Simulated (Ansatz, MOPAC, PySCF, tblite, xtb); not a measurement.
Scan of H3 (cation, charge +1), singlet: map of symmetric stretch and bend. Scanned: H-H bond length and H-H-H angle.

Levels of theory: GFN2-xTB, 300 K electronic temperature (tblite); RHF/def2-SVP (PySCF); FCI/cc-pVQZ = Ansatz (a first-principles code) with full CI/cc-pVQZ, frozen core; RHF/cc-pVQZ (Ansatz); MP2/cc-pVQZ = MP2 on RHF/cc-pVQZ, frozen core run with Ansatz; CCSD/cc-pVQZ = CCSD on RHF/cc-pVQZ, frozen core in Ansatz; CCSD(T)/cc-pVQZ = CCSD(T) on RHF/cc-pVQZ, frozen core (Ansatz); RKS-PBE0/cc-pVQZ = restricted PBE0/cc-pVQZ in Ansatz; RKS-PBE/cc-pVQZ = Ansatz with restricted PBE/cc-pVQZ; PM6, restricted, heats of formation (MOPAC); PM3, restricted, heats of formation (MOPAC); GFN1-xTB (xtb); RKS-B3LYP/6-31G* = restricted B3LYP/6-31G*, spherical d in PySCF 2.14.0; RMP2/3-21G = restricted MP2 (frozen core)/3-21G (PySCF); RHF/6-31G* = PySCF with restricted Hartree-Fock/6-31G*, spherical d; RKS-LDA (SVWN5)/6-31G* = PySCF 2.14.0 with restricted LDA (SVWN5)/6-31G*, spherical d.

Energies in eV at chosen points (x: H-H bond length (Å); y: H-H-H angle (°)), relative to x = 0.86, y = 70:

```
method                  (0.74, 111.45)  (1.17, 89.03)  (1.17, 150.08)  (0.95, 111.45)  (0.91, 89.03)  (0.83, 89.03)  (1.03, 150.08)
----------------------  --------------  -------------  --------------  --------------  -------------  -------------  --------------
GFN2-xTB                         0.730          0.301           0.320          -0.161         -0.180          0.070          -0.162
RHF                              1.188          2.208           3.249           1.425          0.628          0.449           2.424
FCI/cc-pVQZ                      1.055          2.018           2.929           1.305          0.600          0.417           2.189
RHF/cc-pVQZ                      1.108          2.196           3.311           1.451          0.662          0.449           2.482
MP2/cc-pVQZ                      1.075          2.117           3.124           1.381          0.634          0.433           2.338
CCSD/cc-pVQZ                     1.055          2.018           2.929           1.305          0.600          0.417           2.189
CCSD(T)/cc-pVQZ                  1.055          2.018           2.929           1.305          0.600          0.417           2.189
RKS-PBE0/cc-pVQZ                 1.074          1.945           2.894           1.274          0.576          0.415           2.163
RKS-PBE/cc-pVQZ                  1.051          1.804           2.658           1.173          0.528          0.394           1.984
PM6                              1.309          3.093           3.892           1.453          0.618          0.439           2.518
PM3                              0.597          2.709           3.527           1.251          0.680          0.328           2.272
GFN1-xTB                         0.507          1.055           1.246           0.385          0.181          0.111           0.695
RKS-B3LYP/6-31G*                 0.897          1.931           2.498           1.151          0.575          0.371           1.789
RMP2/3-21G                       0.947          2.011           2.658           1.234          0.638          0.411           1.904
RHF/6-31G*                       0.906          2.210           2.853           1.343          0.691          0.413           2.051
RKS-LDA (SVWN5)/6-31G*           0.956          1.655           2.205           1.014          0.491          0.361           1.582
```
